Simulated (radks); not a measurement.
The numbers below are computed, except where a source is named.
All-electron atom: Re3+ in [Xe] 4f14 5d3 6p1 (not the ground configuration). Code: a radial shooting solver on a logarithmic mesh with Libxc functionals. Model: scalar-relativistic Kohn-Sham, PBEsol, spin-polarised, spherical densities, finite nucleus; open shells are filled with parallel spins first (spin-orbit coupling, left out, can overturn this in heavy ions); Fermi nuclear charge, rms radius 5.3698 fm.

Unscreened Slater integrals over Kohn-Sham orbitals (eV). They are taken over the spin-up orbitals.

| integral | value |
|---|---|
| F0(6p,6p) | 8.3624 |
| F2(6p,6p) | 4.6005 |
| F0(6p,5d) | 9.9752 |
| F2(6p,5d) | 3.7131 |
| G1(6p,5d) | 1.7274 |
| G3(6p,5d) | 1.4581 |
| F0(6p,4f) | 11.081 |
| F2(6p,4f) | 1.4411 |
| G2(6p,4f) | 0.37582 |
| G4(6p,4f) | 0.34596 |
| F0(6p,5p) | 10.437 |
| F2(6p,5p) | 2.8282 |
| G0(6p,5p) | 0.55496 |
| G2(6p,5p) | 0.76383 |
| F0(5d,5d) | 15.086 |
| F2(5d,5d) | 7.9454 |
| F4(5d,5d) | 5.2859 |
| F0(5d,4f) | 19.322 |
| F2(5d,4f) | 4.6222 |
| F4(5d,4f) | 2.1881 |
| G1(5d,4f) | 1.7183 |
| G3(5d,4f) | 1.5357 |
| G5(5d,4f) | 1.2069 |
| F0(5d,5p) | 17.129 |
| F2(5d,5p) | 8.5095 |
| G1(5d,5p) | 10.170 |
| G3(5d,5p) | 6.3081 |
| F0(4f,4f) | 43.166 |
| F2(4f,4f) | 20.978 |
| F4(4f,4f) | 13.258 |
| F6(4f,4f) | 9.5658 |
| F0(4f,5p) | 25.145 |
| F2(4f,5p) | 8.0204 |
| G2(4f,5p) | 3.4312 |
| G4(4f,5p) | 2.7995 |
| F0(5p,5p) | 20.560 |
| F2(5p,5p) | 11.119 |

Derived for the open shells (J is the average intra-shell exchange parameter used in DFT+U). 5d: Racah B = F2/49 - 5 F4/441 = 0.1022 eV, C = 35 F4/441 = 0.4195 eV, C/B = 4.10, F4/F2 = 0.665, J = (F2 + F4)/14 = 0.9451 eV. 6p: J = F2/5 = 0.9201 eV.
